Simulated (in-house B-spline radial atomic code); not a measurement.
Inner levels of antimony as electrons are removed. A shift is the extra binding of the orbital against the neutral atom ([Kr] 4d10 5s2 5p1/2(2) 5p3/2(1)). The density at the nucleus is averaged over the nuclear charge. Computed with a radial B-spline atomic code at the basis-set limit: Dirac-Hartree-Fock, jj configuration that fills j = l - 1/2 first, finite nuclei.

A number in brackets counts the electrons of a j subshell.

```json
{"ion": "Sb38+", "configuration": "[Ne] 3s2 3p1/2(1)", "shift of 1s1/2 (eV)": "2325.61", "radius of 1s1/2 (bohr)": "0.028396", "Σ<r²> (bohr²)": "0.40028", "change of density at nucleus (bohr⁻³)": "1179.82"}
{"ion": "Sb39+", "configuration": "[Ne] 3s2", "shift of 1s1/2 (eV)": "2454.42", "radius of 1s1/2 (bohr)": "0.028391", "Σ<r²> (bohr²)": "0.30843", "change of density at nucleus (bohr⁻³)": "1279.82"}
{"ion": "Sb40+", "configuration": "[Ne] 3s1", "shift of 1s1/2 (eV)": "2574.46", "radius of 1s1/2 (bohr)": "0.028389", "Σ<r²> (bohr²)": "0.21077", "change of density at nucleus (bohr⁻³)": "-1325.6"}
{"ion": "Sb41+", "configuration": "[He] 2s2 2p6", "shift of 1s1/2 (eV)": "?", "radius of 1s1/2 (bohr)": "?", "Σ<r²> (bohr²)": "?", "change of density at nucleus (bohr⁻³)": "?"}
{"ion": "Sb42+", "configuration": "[He] 2s2 2p1/2(2) 2p3/2(3)", "shift of 1s1/2 (eV)": "?", "radius of 1s1/2 (bohr)": "?", "Σ<r²> (bohr²)": "?", "change of density at nucleus (bohr⁻³)": "?"}
{"ion": "Sb43+", "configuration": "[He] 2s2 2p1/2(2) 2p3/2(2)", "shift of 1s1/2 (eV)": "3285.78", "radius of 1s1/2 (bohr)": "0.028345", "Σ<r²> (bohr²)": "0.085398", "change of density at nucleus (bohr⁻³)": "-3121.51"}
{"ion": "Sb44+", "configuration": "[He] 2s2 2p1/2(2) 2p3/2(1)", "shift of 1s1/2 (eV)": "?", "radius of 1s1/2 (bohr)": "?", "Σ<r²> (bohr²)": "?", "change of density at nucleus (bohr⁻³)": "?"}
{"ion": "Sb45+", "configuration": "[He] 2s2 2p1/2(2)", "shift of 1s1/2 (eV)": "3892.95", "radius of 1s1/2 (bohr)": "0.028301", "Σ<r²> (bohr²)": "0.057454", "change of density at nucleus (bohr⁻³)": "-2198.3"}
{"ion": "Sb46+", "configuration": "[He] 2s2 2p1/2(1)", "shift of 1s1/2 (eV)": "4221.51", "radius of 1s1/2 (bohr)": "0.028273", "Σ<r²> (bohr²)": "0.045182", "change of density at nucleus (bohr⁻³)": "-1960.41"}
{"ion": "Sb47+", "configuration": "[He] 2s2", "shift of 1s1/2 (eV)": "4555.08", "radius of 1s1/2 (bohr)": "0.028244", "Σ<r²> (bohr²)": "0.033373", "change of density at nucleus (bohr⁻³)": "-1725.63"}
{"ion": "Sb48+", "configuration": "[He] 2s1", "shift of 1s1/2 (eV)": "4838.95", "radius of 1s1/2 (bohr)": "0.028241", "Σ<r²> (bohr²)": "0.017578", "change of density at nucleus (bohr⁻³)": "-13057.7"}
{"ion": "Sb49+", "configuration": "1s2", "shift of 1s1/2 (eV)": "5125.73", "radius of 1s1/2 (bohr)": "0.028227", "Σ<r²> (bohr²)": "0.0021533", "change of density at nucleus (bohr⁻³)": "-24690.9"}
{"ion": "Sb50+", "configuration": "1s1", "shift of 1s1/2 (eV)": "6036.44", "radius of 1s1/2 (bohr)": "0.028005", "Σ<r²> (bohr²)": "0.0010588", "change of density at nucleus (bohr⁻³)": "-111152"}
```

(1) Fill in the row of Sb41+.

(2) Fill in the row of Sb42+.

(3) Fill in the row of Sb44+.

Results:

(1) shift of 1s1/2 (eV): 2696; radius of 1s1/2 (bohr): 0.028387; Σ<r²> (bohr²): 0.11543; change of density at nucleus (bohr⁻³): -4009.62.

(2) shift of 1s1/2 (eV): 2988.71; radius of 1s1/2 (bohr): 0.028367; Σ<r²> (bohr²): 0.10014; change of density at nucleus (bohr⁻³): -3569.93.

(3) shift of 1s1/2 (eV): 3587.2; radius of 1s1/2 (bohr): 0.028323; Σ<r²> (bohr²): 0.071176; change of density at nucleus (bohr⁻³): -2664.32.
